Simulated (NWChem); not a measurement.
Molecule: AlPH4; SMILES [AlH2][PH2]

All runs: NWChem. Structure relaxed at the PBE0/def2-SVP level. Ions are spin-unrestricted doublets at the neutral geometry; other ion states weren't tried.

For level PBE/def2-SVP:

```
Property       Value
-------------  -----
−ε(HOMO) (eV)   6.14
```

Problem. What are these values for level PBE0/def2-SVP?

Solution. 
| Quantity | Result |
|---|---|
| −ε(HOMO) (eV) | 7.21 |
